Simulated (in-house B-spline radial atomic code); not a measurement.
LDA exchange-only excitations of K VIII (K7+)

Method: LDA exchange-only. Computed with an all-electron radial atomic-structure program (B-spline basis): linear response of the closed shell [Ne] 3s2 with the functional's adiabatic kernel; scalar-relativistic (spin-free one-electron X2C), finite nucleus, no spin-orbit coupling, no double excitations, S, P, D and F terms only.

Command:
```bash
python run_td.py task.json out
```
Settings (radii: box in bohr, nucleus in fm):
```
Z                        19
electrons                12
configuration            [Ne] 3s2
hamiltonian              x2c
method                   lda,
box_radius               12.81
rms_radius               3.4349
intervals                71
```

Cost of the run: 0.4 s on 1 thread of Arm Neoverse N1, with other jobs on the host.

The lowest states, in the order of their Tamm-Dancoff energies; the method's threshold (minus the highest occupied level) is 144.19 eV. Labels give the largest channel, * marks a mixed state, and oscillator strengths are full-response dipole values. Semilocal kernels can invert the small singlet-triplet splittings of Rydberg terms. Energies in eV:

```json
{"state": "3s → 3p 3P", "full response": "15.065", "Tamm-Dancoff": "15.459", "oscillator strength": "-"}
{"state": "3s → 3p 1P", "full response": "?", "Tamm-Dancoff": "?", "oscillator strength": "?"}
{"state": "3s → 3d 3D", "full response": "42.83", "Tamm-Dancoff": "42.96", "oscillator strength": "-"}
{"state": "3s → 3d 1D", "full response": "47.07", "Tamm-Dancoff": "47.09", "oscillator strength": "-"}
{"state": "3s → 4s 3S", "full response": "76.81", "Tamm-Dancoff": "76.83", "oscillator strength": "-"}
{"state": "3s → 4s 1S", "full response": "78.84", "Tamm-Dancoff": "78.88", "oscillator strength": "-"}
{"state": "3s → 4p 3P", "full response": "83.70", "Tamm-Dancoff": "83.71", "oscillator strength": "-"}
{"state": "3s → 4p 1P", "full response": "84.57", "Tamm-Dancoff": "84.60", "oscillator strength": "0.233"}
{"state": "3s → 4d 3D", "full response": "93.31", "Tamm-Dancoff": "93.32", "oscillator strength": "-"}
{"state": "3s → 4d 1D", "full response": "93.74", "Tamm-Dancoff": "93.75", "oscillator strength": "-"}
{"state": "3s → 4f 3F", "full response": "96.71", "Tamm-Dancoff": "96.73", "oscillator strength": "-"}
{"state": "3s → 4f 1F", "full response": "97.51", "Tamm-Dancoff": "97.51", "oscillator strength": "-"}
{"state": "3s → 5s 3S", "full response": "?", "Tamm-Dancoff": "?", "oscillator strength": "-"}
{"state": "3s → 5s 1S", "full response": "106.63", "Tamm-Dancoff": "106.64", "oscillator strength": "-"}
{"state": "3s → 5p 3P", "full response": "109.05", "Tamm-Dancoff": "109.06", "oscillator strength": "-"}
{"state": "3s → 5p 1P", "full response": "109.34", "Tamm-Dancoff": "109.34", "oscillator strength": "0.0797"}
```

(1) Where does 3s → 3p 1P lie?

(2) Where does 3s → 5s 3S lie?

(3) How large is the singlet-triplet splitting of 3s → 3p (P terms) in Tamm-Dancoff?

(4) What polarisabilities and dispersion coefficient does the method give?

## Answers

(1) At 24.168 eV in full response, 25.104 eV in Tamm-Dancoff, oscillator strength 1.08.

(2) At 106.00 eV in full response, 106.00 eV in Tamm-Dancoff.

(3) 9.64 eV, from the unrounded values.

(4) Dipole 1.44 bohr³, quadrupole 1.025 bohr⁵, C6 1.495 hartree·bohr⁶ for two such species.
